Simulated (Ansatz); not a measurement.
Input and output for Cl₃NbS (`[S]=[Nb]([Cl])([Cl])[Cl]`).

```yaml
crystal:
  periodic: [false, false, false]
  atoms:
    - {symbol: S, position_ang: [-0.659137, -0.199514, 1.987784]}
    - {symbol: Nb, position_ang: [0.010846, -0.014480, -0.010762]}
    - {symbol: Cl, position_ang: [1.835334, -1.326863, -0.262726]}
    - {symbol: Cl, position_ang: [-1.661077, -0.689592, -1.375881]}
    - {symbol: Cl, position_ang: [0.524034, 2.156949, -0.379814]}
basis:
  gaussian: {orbitals: ANO-RCC-VTZP}
magnetization: {spin_polarized: true, initial_magnetization: 0}
hamiltonian: {xc: {name: PBE0}, dispersion: d4}
output: {forces: true}
```

```sh
$ ansatz run in.yaml --threads 4 --pin off --events-out ev --progress --plain --max-ram 10444MiB
```

Output, abridged:

```
Functional definition: PBE0
1379 factors; integrals over basis functions are off by at most 9.9e-4 eV
mean field evaluation 1: about -152464.6431 eV, gradient 1.8e1 eV
mean field evaluation 2: about -152455.9389 eV, gradient 4.9e1 eV
mean field evaluation 4: about -152466.1590 eV, gradient 4.4e0 eV
mean field evaluation 8: about -152466.3088 eV, gradient 3.0e-1 eV
mean field evaluation 16: about -152466.3093 eV, gradient 8.4e-5 eV
mean field -152466.30925182 eV, -5603.0335196283 hartree, gradient 7.6e-5 eV, S^2 0.000000; 0 other end points of the search recorded, 0 dependent functions left out
reference -152466.30930066 eV, -5603.0335214230 hartree; 54, 54 occupied and 150, 150 virtual orbitals, 1379 factors
Total energy: -152466.53436530 eV, -5603.0417923959 hartree
Relativity: scalar
Atom 0 at    -0.659137    -0.199514     1.987784 Å, force     0.033045     0.009128    -0.098577 eV/Å
Atom 1 at     0.010846    -0.014480    -0.010762 Å, force    -0.031098    -0.008591     0.092771 eV/Å
Atom 2 at     1.835334    -1.326863    -0.262726 Å, force    -0.010080     0.007906    -0.000479 eV/Å
Atom 3 at    -1.661077    -0.689592    -1.375881 Å, force     0.010536     0.004205     0.006092 eV/Å
Atom 4 at     0.524034     2.156949    -0.379814 Å, force    -0.002402    -0.012648     0.000194 eV/Å
Dipole moment:     0.038905     0.010720    -0.115983 e Å
```

Hardware: 4 threads of an Arm Neoverse V2 on a shared host. Wall time 22 s, peak host memory 1.1 GiB.
